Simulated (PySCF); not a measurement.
Bond stretch in H3B, SMILES B. The B1–H4 bond (B1 also carries H, H; H4 carries nothing else) is stretched with both fragments frozen at the PBE0/def2-TZVP optimised geometry.

Computed with: UKS-LDA (SVWN5)/6-31G* = unrestricted LDA (SVWN5)/6-31G*, spherical d run with PySCF 2.14.0; RKS-LDA (SVWN5)/6-31G* = restricted LDA (SVWN5)/6-31G*, spherical d run with PySCF; UHF/3-21G = unrestricted Hartree-Fock/3-21G (PySCF); UHF/STO-3G = unrestricted Hartree-Fock/STO-3G run with PySCF; UKS-B3LYP/6-31G* = unrestricted B3LYP/6-31G*, spherical d in PySCF 2.14.0.

Energies are in eV, each relative to the lowest point of its own curve near equilibrium.

| R / Å | UKS-LDA (SVWN5)/6-31G* | RKS-LDA (SVWN5)/6-31G* | UHF/3-21G | UHF/STO-3G | UKS-B3LYP/6-31G* |
|---|---|---|---|---|---|
| 0.89 | 2.089 | 2.089 | 2.008 | 2.033 | 1.991 |
| 0.97 | 0.992 | 0.992 | 0.917 | 0.879 | 0.921 |
| 0.99 | 0.800 | 0.800 | 0.728 | 0.681 | 0.735 |
| 1.07 | 0.272 | 0.272 | 0.222 | 0.169 | 0.234 |
| 1.12 | 0.098 | 0.098 | 0.067 | 0.031 | 0.076 |
| 1.16 | 0.024 | 0.024 | 0.010 | 0.000 | 0.015 |
| 1.19 | 0.000 | 0.000 | 0.000 | 0.015 | 0.000 |
| 1.24 | 0.009 | 0.009 | 0.033 | 0.103 | 0.024 |
| 1.27 | 0.039 | 0.039 | 0.077 | 0.188 | 0.062 |
| 1.30 | 0.084 | 0.084 | 0.137 | 0.293 | 0.116 |
| 1.39 | 0.289 | 0.289 | 0.386 | 0.710 | 0.345 |
| 1.47 | 0.533 | 0.533 | 0.667 | 1.175 | 0.609 |
| 1.61 | 1.033 | 1.033 | 1.230 | 2.123 | 1.140 |
| 1.76 | 1.607 | 1.607 | 1.875 | 3.222 | 1.741 |
| 1.97 | 2.391 | 2.391 | 2.723 | 4.252 | 2.558 |
| 2.14 | 2.976 | 2.976 | 3.146 | 4.691 | 3.165 |
| 2.36 | 3.647 | 3.647 | 3.455 | 4.991 | 3.827 |
| 2.61 | 4.274 | 4.286 | 3.631 | 5.149 | 4.287 |
| 2.92 | 4.721 | 4.915 | 3.729 | 5.229 | 4.586 |
| 3.23 | 4.947 | 5.392 | 3.769 | 5.258 | 4.733 |
| 3.58 | 5.074 | 5.788 | 3.788 | 5.269 | 4.810 |
| 4.20 | 5.155 | 6.220 | 3.799 | 5.273 | — |

At the longest distance, 4.20 Å, RKS-LDA (SVWN5)/6-31G* lies highest above its minimum (6.220 eV) and UHF/3-21G lowest (3.799 eV).

A dash means that the run gave no value there, or that the column was ended at a point which the program doubted or which failed a test of continuity chosen for this set; such a test can also cut sound points.

The unrestricted determinant behind UKS-LDA (SVWN5)/6-31G* is spin-contaminated at 2.61 to 4.20 Å (<S²> up to 1.0, against 0.00 for a pure singlet). The restricted form behind RKS-LDA (SVWN5)/6-31G* keeps the bonding electrons paired and can't separate into open-shell fragments. The unrestricted determinant behind UHF/3-21G is spin-contaminated at 1.97 to 4.20 Å (<S²> up to 1.0, against 0.00 for a pure singlet). The unrestricted determinant behind UHF/STO-3G is spin-contaminated at 1.76 to 4.20 Å (<S²> up to 1.0, against 0.00 for a pure singlet). The unrestricted solution behind UKS-B3LYP/6-31G* changes between 3.58 and 4.20 Å, which can leave a kink. The unrestricted determinant behind UKS-B3LYP/6-31G* is spin-contaminated at 2.36 to 3.58 Å (<S²> up to 1.0, against 0.00 for a pure singlet).
